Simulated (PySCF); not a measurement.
Orbital energies, ionisation energy and electron affinity

Species: C₈H₇N.
Cartesian coordinates in Å at the PBE0-D3(BJ)/def2-SVP level; atoms count from 1:
```xyz
16
C8H7N angstrom
C      3.8090   -0.7394   -0.4240
C      2.3890   -0.4780   -0.2771
C      1.1983   -0.2681   -0.1666
C     -0.2027   -0.0028   -0.0094
C     -0.6506    0.7862    1.0650
C     -2.0125    1.0266    1.1955
C     -2.8837    0.4782    0.2574
C     -2.3400   -0.2901   -0.7732
N     -1.0425   -0.5292   -0.9118
H      4.2103   -1.2588    0.4606
H      4.0047   -1.3704   -1.3047
H      4.3744    0.1980   -0.5464
H      0.0714    1.1938    1.7743
H     -2.3896    1.6357    2.0206
H     -3.9618    0.6393    0.3183
H     -2.9968   -0.7368   -1.5292
```

Level: PBE0/def2-SVPD (PySCF). Frontier orbitals with their largest atomic shares (Löwdin; up to four atoms above 4 %):

```json
{"orbital": "HOMO−3", "ε (eV)": "-8.31", "main atoms": "N9 24 %, C5 20 %, C6 19 %, C8 14 %"}
{"orbital": "HOMO−2", "ε (eV)": "-7.64", "main atoms": "C3 40 %, C2 38 %, C1 8 %"}
{"orbital": "HOMO−1", "ε (eV)": "-7.47", "main atoms": "N9 60 %, C8 11 %, C4 10 %, C7 5 %"}
{"orbital": "HOMO", "ε (eV)": "-6.85", "main atoms": "?"}
{"orbital": "LUMO", "ε (eV)": "-1.21", "main atoms": "C4 18 %, C7 16 %, N9 16 %, C6 13 %"}
{"orbital": "LUMO+1", "ε (eV)": "-0.73", "main atoms": "C5 22 %, C8 22 %, C6 16 %, N9 13 %"}
{"orbital": "LUMO+2", "ε (eV)": "0.70", "main atoms": "C1 22 %, C2 13 %, C3 10 %, C5 6 %"}
```

**Question.** What vertical ionisation energy does ΔSCF give, and how far is −ε(HOMO) from it?

**Answer.** ΔSCF: 8.56 eV (826 kJ/mol; threshold wavelength 145 nm); ⟨S²⟩ of the doublet left behind is 0.770, against 0.75 for a pure doublet. −ε(HOMO) is 6.85 eV, 1.71 eV below it. In exact Kohn–Sham theory the two would be equal; PBE0 (global hybrid, 25 % exact exchange) falls short of its own ΔSCF value by 20 %.

**Question.** On which atoms does the HOMO lie?

**Answer.** C2 (alkyne carbon) 23 %, C3 (alkyne carbon) 19 %, C7 (aromatic CH carbon) 13 %, C5 (aromatic CH carbon) 10 %, so no atom holds as much as 40 %. The HOMO−1 lies 0.62 eV lower.

**Question.** And the vertical electron affinity, the fundamental gap, Mulliken's electronegativity and the hardness (with the factor ½)?

**Answer.** EA = -0.43 eV by ΔSCF (−ε(LUMO) = 1.21 eV); a negative value means that the added electron isn't bound at this geometry and level, and the number then depends on the basis. IE − EA = 8.99 eV against an orbital gap of 5.64 eV; (IE + EA)/2 = 4.07 eV; (IE − EA)/2 = 4.50 eV.

**Question.** What kinetic energy would electrons from this vertical process carry with 118.2 nm light (10.49 eV)?

**Answer.** 10.49 − 8.56 = 1.93 eV.

**Question.** How many of the 10 lowest singlet excitations (vertical TDDFT, same level) lie below the ionisation energy?

**Answer.** All 10; they run from 4.64 to 6.68 eV.

**Question.** What total energies stand behind the ΔSCF value?

**Answer.** E(N) = -363.07121 Eh and E(N − 1) = -362.75663 Eh at the same geometry, 0.31458 Eh apart. With one more electron, E(N + 1) = -363.05537 Eh.

Isolated species at its PBE0-D3(BJ)/def2-SVP geometry, gas phase.
